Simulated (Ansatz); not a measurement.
A nudged elastic band was laid between two geometries of GeH4 + H2O (8 atoms, charge 0, multiplicity 1).

The calculation used Ansatz 0.2.0, RKS B3LYP/def2-SVP.

- movable images: 8
- climbing image: no
- spring: 5.0 eV/Å²
- optimiser: quadratic models (default)
- start path: through a guess of the saddle point
- force threshold: 0.05 eV/Å
- iteration limit: 60
- end points: relaxed

First end point:

```xyz
8
Properties=species:S:1:pos:R:3
Ge 0.409 0.029 -0.159
H 0.372 -0.141 1.373
H 1.887 -0.017 -0.609
H -0.201 1.378 -0.563
H -0.342 -1.135 -0.830
O -2.662 0.019 0.957
H -2.644 -0.946 0.885
H -2.284 0.182 1.832
```

Last end point:

```xyz
8
Properties=species:S:1:pos:R:3
Ge -0.134 -0.074 -0.848
H -1.472 0.512 3.515
H 1.212 -0.632 -0.331
H -0.061 1.443 -1.072
H -0.541 -0.811 -2.145
O -1.416 -0.271 0.396
H -1.594 -1.196 0.612
H -1.458 0.399 2.761
```

Which bonds break or form, and what moves?

Bonds broken: Ge1–H2, O6–H8. Bonds formed: Ge1–O6, H2–H8. GeH4 + H2O becomes GeH4O + H2.

What energy profile does the band end with?

The run converged. The highest image is number 4 of 0 to 9, 147.1 kJ/mol above the first end and 140.6 kJ/mol above the last; the last end lies 6.5 kJ/mol above the first. No image climbed, so the highest image needn't sit at the top of the path. The orbitals stay closed-shell, which can raise the energy where a bond breaks towards radicals; this wasn't checked here.

```json
{"image": "0", "path coordinate (Å)": "0.00", "energy (kJ/mol)": "0.0", "Ge1–H2 (Å)": "1.54", "O6–H8 (Å)": "0.97", "Ge1–O6 (Å)": "3.27"}
{"image": "1", "path coordinate (Å)": "0.68", "energy (kJ/mol)": "3.9", "Ge1–H2 (Å)": "1.54", "O6–H8 (Å)": "0.97", "Ge1–O6 (Å)": "3.18"}
{"image": "2", "path coordinate (Å)": "1.36", "energy (kJ/mol)": "35.0", "Ge1–H2 (Å)": "1.56", "O6–H8 (Å)": "0.97", "Ge1–O6 (Å)": "2.77"}
{"image": "3", "path coordinate (Å)": "2.04", "energy (kJ/mol)": "140.2", "Ge1–H2 (Å)": "1.74", "O6–H8 (Å)": "1.02", "Ge1–O6 (Å)": "2.24"}
{"image": "4", "path coordinate (Å)": "2.72", "energy (kJ/mol)": "147.1", "Ge1–H2 (Å)": "2.11", "O6–H8 (Å)": "1.52", "Ge1–O6 (Å)": "1.93"}
{"image": "5", "path coordinate (Å)": "3.41", "energy (kJ/mol)": "41.7", "Ge1–H2 (Å)": "2.65", "O6–H8 (Å)": "1.92", "Ge1–O6 (Å)": "1.82"}
{"image": "6", "path coordinate (Å)": "4.09", "energy (kJ/mol)": "12.8", "Ge1–H2 (Å)": "3.27", "O6–H8 (Å)": "2.29", "Ge1–O6 (Å)": "1.80"}
{"image": "7", "path coordinate (Å)": "4.77", "energy (kJ/mol)": "8.4", "Ge1–H2 (Å)": "3.85", "O6–H8 (Å)": "2.44", "Ge1–O6 (Å)": "1.80"}
{"image": "8", "path coordinate (Å)": "5.45", "energy (kJ/mol)": "7.0", "Ge1–H2 (Å)": "4.28", "O6–H8 (Å)": "2.46", "Ge1–O6 (Å)": "1.80"}
{"image": "9", "path coordinate (Å)": "6.13", "energy (kJ/mol)": "6.5", "Ge1–H2 (Å)": "4.60", "O6–H8 (Å)": "2.46", "Ge1–O6 (Å)": "1.80"}
```

What is the geometry of the highest image?


```xyz
8
Properties=species:S:1:pos:R:3
Ge -0.281 -0.019 -0.242
H -0.183 0.439 1.815
H 1.181 -0.475 0.123
H -0.231 1.461 -0.656
H -0.700 -0.969 -1.358
O -1.977 -0.196 0.664
H -2.277 -1.108 0.796
H -0.998 0.238 1.744
```

Time of the run: 8.5 min on 1 thread of Arm Neoverse V2, on a shared host, peak memory 0.17 GiB.
